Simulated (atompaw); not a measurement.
**PBE PAW (atompaw) dataset for thulium, scalar-relativistic all-electron reference.**

atompaw 4.2.0.5 was run on this input:

```
Tm 69
GGA-PBE scalarrelativistic loggrid 2001 logderivrange -6 5 276
6 6 5 4 0 0
6 1 0
5 2 1
4 3 12
0 0 0
c
c
c
c
v
v
c
c
c
v
v
c
c
v
v
3
3.00 2.90 2.00 2.85
n
n
y
0.55
n
y
1.95
n
modrrkj vanderbiltortho besselshape
bessel
1.35
2.10
1.80
3.00
2.65
2.65
0.70
0.70
PWSCFOUT
UPFDX 0.0125d0 UPFXMIN -7.d0 UPFZMESH 69.d0
END
```

Command:

```bash
atompaw < Tm.input > Tm.log
```

Output (summary file):

```
Completed calculations for Tm (AE)

 Exchange-correlation type: GGA, Perdew-Burke-Ernzerhof

 Radial integration grid is logarithmic
 r0 =   9.8597753E-05 h =   6.8032450E-03   n =      2001 rmax =   8.0000000E+01

 Scalar relativistic calculation

 AEatom converged in  62 iterations
   nz     =  69.00
   delta  =       5.704754468171E-15

 All Electron Orbital energies:
  n  l      occupancy      energy
  1  0      2.0000000E+00 -4.3583702E+03
  2  0      2.0000000E+00 -7.3576594E+02
  3  0      2.0000000E+00 -1.6582618E+02
  4  0      2.0000000E+00 -3.3117661E+01
  5  0      2.0000000E+00 -4.2380728E+00
  6  0      2.0000000E+00 -3.3016169E-01
  2  1      6.0000000E+00 -6.4962779E+02
  3  1      6.0000000E+00 -1.3974812E+02
  4  1      6.0000000E+00 -2.4541083E+01
  5  1      6.0000000E+00 -2.2334309E+00
  6  1      0.0000000E+00 -9.8210245E-02
  3  2      1.0000000E+01 -1.0757330E+02
  4  2      1.0000000E+01 -1.3155296E+01
  5  2      1.0000000E+00 -1.4499498E-01
  4  3      1.2000000E+01 -7.0309617E-01

 Total energy
   Total                    :   -27134.57639700510481

 ---
 Completed calculations for Tm (SC)

 Exchange-correlation type: GGA, Perdew-Burke-Ernzerhof

 Radial integration grid is logarithmic
 r0 =   9.8597753E-05 h =   6.8032450E-03   n =      2001 rmax =   8.0000000E+01

 Scalar relativistic calculation

 SCatom converged in   5 iterations
   nz     =  69.00
   delta  =       6.571457686864E-15

 Valence Electron Orbital energies:
  n  l      occupancy      energy
   5  0      2.0000000E+00 -4.2380728E+00
   6  0      2.0000000E+00 -3.3016169E-01
   5  1      6.0000000E+00 -2.2334309E+00
   6  1      0.0000000E+00 -9.8210246E-02
   5  2      1.0000000E+00 -1.4499498E-01
   4  3      1.2000000E+01 -7.0309617E-01

 Total energy
   Total                    :   -27134.57639699329593
   Valence                  :     -945.81911252101247

 PAW parameters:
       lmax =            3
         rc =    3.0126830550679071
        irc =         1519
   rc_shape =    2.9119230499867497
    rc_vloc =    2.0029475398213092
    rc_core =    2.8530918666870617
   Vloc: truncated form - Vps(r)=A.sin(qr)/r for r<rc
   Projector type: modified RKKJ projectors + Vanderbilt ortho.
   Bessel compensation charge shape zeroed at   2.9119E+00

 Number of basis functions     8
 No.   n  nodes  l      Energy         Cp coeff         Occ
  1    5    4    0   -0.4238073E+01 -0.2919189E-01  0.2000000E+01
  2    6    5    0   -0.3301617E+00 -0.5400022E+02  0.2000000E+01
  3    5    3    1   -0.2233431E+01 -0.1086547E+01  0.6000000E+01
  4    6    4    1   -0.9821025E-01 -0.9451715E+02  0.0000000E+00
  5    5    2    2   -0.1449950E+00  0.5932513E+01  0.1000000E+01
  6  999    3    2    0.5500000E+00  0.1467542E-01  0.0000000E+00
  7    4    0    3   -0.7030962E+00  0.4374421E-01  0.1200000E+02
  8  999    1    3    0.1950000E+01  0.5376645E-02  0.0000000E+00

 Eigenvalues of overlap operator (in the basis of projectors):
    1        1.65540445E-02
    2        5.95396066E-02
    3        5.99281076E-01
    4        7.30907407E-01
    5        2.83265420E+00
    6        4.44510205E+00
    7        2.30256140E+01
    8        2.55954297E+03

 Orbital leakage outside PAW augmentation regions
   orb  is_core?  %out_of_sphere
   1 0    T           0.00
   2 0    T           0.00
   3 0    T           0.00
   4 0    T           0.00
   5 0    F           0.11
   6 0    F          68.22
   2 1    T           0.00
   3 1    T           0.00
   4 1    T           0.00
   5 1    F           0.97
   6 1    F          91.37
   3 2    T          -0.00
   4 2    T           0.00
   5 2    F          37.33
   4 3    F           0.22

 Summary of PAW energies
   Total valence energy     :   -945.81903202532055
   Smooth energy            :    245.55782923121214
   One center               :  -1191.37686125653272
   Smooth kinetic           :    343.39234166412723
   Vloc energy              :    -77.21925612891471
   Smooth exch-corr         :    -33.65187280897138
   One-center xc            :   -535.83205879076684
```

The run took about 32 s on one core of a shared server CPU.
